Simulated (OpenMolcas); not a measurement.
An atom or ion with 21 electrons was computed by SS-RASPT2, IPEA 0.25 Eh, imaginary shift 0.1 Eh with spin-orbit coupling (OpenMolcas, ANO-RCC-VTZP, DKH2). The lowest levels that the run gave, each within 12 % of the measured value where one is at hand:

```tsv
J	Parity	E (eV)	g
3/2	even	0.0000	0.399
5/2	even	0.0480	1.029
7/2	even	0.1129	1.239
9/2	even	0.1928	1.334
1/2	even	2.117	2.656
3/2	even	2.136	1.727
5/2	even	2.194	1.601
7/2	even	2.265	0.889
9/2	even	2.332	1.109
3/2	even	2.910	1.203
1/2	even	2.912	0.680
9/2	even	3.142	0.911
```

Question: Which ion is it, and what are the configurations and terms?

Answer: Mn V (Z = 25, charge +4; active space 9 electrons in 8 orbitals (RAS1 3p, at most 2 holes; RAS2 3d)). J, parity and g give the terms where levels are pure, and mixed ones are named by the computed weights; the size of the splittings, set against known spectra of the 21-electron sequence, gives the charge. In order, with the measured energies in eV (Corliss and Sugar, J. Phys. Chem. Ref. Data 6, 1253 (1977)): 3d3 4F 3/2, 3d3 4F 5/2 (0.0445), 3d3 4F 7/2 (0.1035), 3d3 4F 9/2 (0.1751), 3d3 4P 1/2 (2.0376), 3d3 4P 3/2 (2.0575), 3d3 4P 5/2 (2.1138), 3d3 2G 7/2 (2.2184), 3d3 2G 9/2 (2.2812), 3d3 2P 3/2 [72 %] (2.8416), 3d3 2P 1/2 (2.8618), 3d3 2H 9/2 (3.0965).

Term energies are means over components that CASPT2 splits; among the terms shown or strongly mixed into the levels shown the widest spread is 350 cm-1 (3d3 4F). Active for correlation alone: 3p; no level in the range computed is led by a configuration that opens it, so any true level of that kind is missing. Computed and measured levels are paired by configuration, term and J; levels that our copy of the source lacks, or whose pairing is in doubt (as where it misses far off the trend of its configuration), stay unpaired and out of the deviations. Only configurations of the active space appear.

A share in square brackets marks a mixed level and gives the weight of the term that names it.
